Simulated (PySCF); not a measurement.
## Ir+: excitation energy

Ir+ [Xe] 4f14 5d7 6s1 (5F) → Ir+ [Xe] 4f14 5d7 6p1 (high-spin determinant), as a difference of total energies. All numbers are calculated (PySCF 2.14, the spin-free X2C one-electron Hamiltonian (Gaussian nucleus), in x2c-TZVPPall with one added diffuse shell each of s, p, d, f type (12s8p8d4f1g, 113 functions)). Correlated levels: valence: [Xe] 4f14 frozen; valence and next inner shell: [Kr] 4d10 4f14 frozen. The calculations carry no spin-orbit coupling.

```csv
method,excitation energy (eV)
UHF,6.038
LDA,6.591
PBE,6.466
PBE0,6.411
r2SCAN,6.626
BP86,6.514
B2PLYP,6.404
r2SCAN0,6.544
MP2 (valence),6.400
SCS-MP2 (valence),6.304
MP2 (valence and next inner shell),6.571
SCS-MP2 (valence and next inner shell),6.450
```

Question: How much does correlation contribute at MP2 (valence and next inner shell)?

Answer: 6.571 − (6.038) = 0.533 eV, measured against UHF.

A first-order spin-orbit estimate (lowest level to lowest level, LS coupling) adds 0.259 eV.

The determinant of the upper state mixes LS terms, which raises its energy above the lowest term, most at the Hartree-Fock and MP2 levels.
